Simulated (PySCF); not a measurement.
C2H8Si2, singlet, at a GFN2-xTB geometry; CAMB3LYP/STO-3G (PySCF).

PySCF was given this input:
```python
from pyscf import gto, scf, dft

mol = gto.M(
    atom='''
C     0.252094    0.385150    1.246407
Si    1.345512   -0.266337   -0.189850
C    -0.253626   -0.395265   -1.242925
Si   -1.344790    0.271105    0.188208
H     0.499997    1.387923    1.584982
H     0.250765   -0.244754    2.132407
H     2.328275    0.697745   -0.691746
H     2.007125   -1.546267    0.077003
H    -0.256489    0.220533   -2.138708
H    -0.500352   -1.403859   -1.564856
H    -1.986513    1.559711   -0.085405
H    -2.343726   -0.677097    0.688412
''',
    basis='sto-3g',
    charge=0,
    spin=0,
    verbose=4,
)

mf = dft.RKS(mol)
mf.xc = 'camb3lyp'
mf.damp = 0.5
mf.diis_start_cycle = 5
mf.kernel()
```

What does PySCF print? Leave out banner, timings and long lists.


```
PySCF version 2.14.0

[INPUT] verbose = 4
[INPUT] num. atoms = 12
[INPUT] num. electrons = 48
[INPUT] charge = 0
[INPUT] spin (= nelec alpha-beta = 2S) = 0
[INPUT] symmetry False subgroup None
[INPUT] Mole.unit = angstrom
[INPUT] Symbol           X                Y                Z      unit          X                Y                Z       unit  Magmom
[INPUT]  1 C      0.252094000000   0.385150000000   1.246407000000 AA    0.476388617646   0.727828016876   2.355367869741 Bohr   0.0
[INPUT]  2 Si     1.345512000000  -0.266337000000  -0.189850000000 AA    2.542649177316  -0.503303986838  -0.358764504749 Bohr   0.0
[INPUT]  3 C     -0.253626000000  -0.395265000000  -1.242925000000 AA   -0.479283678069  -0.746942596626  -2.348787843375 Bohr   0.0
[INPUT]  4 Si    -1.344790000000   0.271105000000   0.188208000000 AA   -2.541284795054   0.512314201000   0.355661574452 Bohr   0.0
[INPUT]  5 H      0.499997000000   1.387923000000   1.584982000000 AA    0.944857393104   2.622794351985   2.995181892365 Bohr   0.0
[INPUT]  6 H      0.250765000000  -0.244754000000   2.132407000000 AA    0.473877171627  -0.462518027892   4.029665216105 Bohr   0.0
[INPUT]  7 H      2.328275000000   0.697745000000  -0.691746000000 AA    4.399802092672   1.318546954785  -1.307210487763 Bohr   0.0
[INPUT]  8 H      2.007125000000  -1.546267000000   0.077003000000 AA    3.792916547768  -2.922021145453   0.145514580770 Bohr   0.0
[INPUT]  9 H     -0.256489000000   0.220533000000  -2.138708000000 AA   -0.484693963964   0.416746971429  -4.041572380416 Bohr   0.0
[INPUT] 10 H     -0.500352000000  -1.403859000000  -1.564856000000 AA   -0.945528245878  -2.652909027506  -2.957149264382 Bohr   0.0
[INPUT] 11 H     -1.986513000000   1.559711000000  -0.085405000000 AA   -3.753965512888   2.947426623471  -0.161392059668 Bohr   0.0
[INPUT] 12 H     -2.343726000000  -0.677097000000   0.688412000000 AA   -4.429000251022  -1.279527889765   1.300910140864 Bohr   0.0

nuclear repulsion = 217.220338461396
number of shells = 24
number of NR pGTOs = 108
number of NR cGTOs = 36
basis = sto-3g
ecp = {}

******** <class 'pyscf.dft.rks.RKS'> ********
method = RKS
initial guess = minao
damping factor = 0.5
level_shift factor = 0
DIIS = <class 'pyscf.scf.diis.CDIIS'>
diis_start_cycle = 5
diis_space = 8
diis_damp = 0
SCF conv_tol = 1e-09
SCF conv_tol_grad = None
SCF max_cycles = 50
direct_scf = True
direct_scf_tol = 1e-13
XC library pyscf.dft.libxc version 7.1.2
    S. Lehtola, C. Steigemann, M. J. T. Oliveira, and M. A. L. Marques,  SoftwareX 7, 1–5 (2018)
XC functionals = camb3lyp
    T. Yanai, D. P. Tew, and N. C. Handy,  Chem. Phys. Lett. 393, 51 (2004)
radial grids:
    Treutler-Ahlrichs [JCP 102, 346 (1995); DOI:10.1063/1.469408] (M4) radial grids

becke partition: Becke, JCP 88, 2547 (1988); DOI:10.1063/1.454033
pruning grids: <function nwchem_prune>
grids dens level: 3
symmetrized grids: False
atomic radii adjust function: <function treutler_atomic_radii_adjust>
small_rho_cutoff = 0
Set gradient conv threshold to 3.16228e-05
Initial guess from minao.
tot grids = 145064
init E= -652.112383301698
  HOMO = -0.29853069986214  LUMO = 0.147966261015259  gap/eV = 12.14980
cycle= 1 E= -652.240349569222  delta_E= -0.128  |g|= 0.355  |ddm|= 3.96
  HOMO = -0.26171630617297  LUMO = 0.226880431818206  gap/eV = 13.29539
cycle= 2 E= -652.282749301968  delta_E= -0.0424  |g|= 0.0511  |ddm|= 0.492
  HOMO = -0.260101727918633  LUMO = 0.257834497032081  gap/eV = 14.09376
cycle= 3 E= -652.283940522456  delta_E= -0.00119  |g|= 0.0275  |ddm|= 0.0728
  HOMO = -0.259350608028462  LUMO = 0.273958055877207  gap/eV = 14.51207
cycle= 4 E= -652.284282669466  delta_E= -0.000342  |g|= 0.0159  |ddm|= 0.0381
  HOMO = -0.258464660815891  LUMO = 0.290653005779003  gap/eV = 14.94225
cycle= 5 E= -652.284449742798  delta_E= -0.000167  |g|= 0.00297  |ddm|= 0.0433
  HOMO = -0.258458045106236  LUMO = 0.291015351148348  gap/eV = 14.95193
cycle= 6 E= -652.284455446787  delta_E= -5.7e-06  |g|= 0.000577  |ddm|= 0.008
  HOMO = -0.2585622370788  LUMO = 0.290910018884031  gap/eV = 14.95190
cycle= 7 E= -652.284455665978  delta_E= -2.19e-07  |g|= 0.000173  |ddm|= 0.0019
  HOMO = -0.258540827276242  LUMO = 0.290953947632198  gap/eV = 14.95251
cycle= 8 E= -652.284455676412  delta_E= -1.04e-08  |g|= 2.76e-05  |ddm|= 0.000299
  HOMO = -0.258535611180825  LUMO = 0.290959147114696  gap/eV = 14.95251
cycle= 9 E= -652.284455676667  delta_E= -2.55e-10  |g|= 4.98e-06  |ddm|= 4.44e-05
  HOMO = -0.258536935887561  LUMO = 0.290958085960631  gap/eV = 14.95252
Extra cycle  E= -652.284455676677  delta_E= -9.66e-12  |g|= 3.38e-06  |ddm|= 1.35e-05
converged SCF energy = -652.284455676677
```
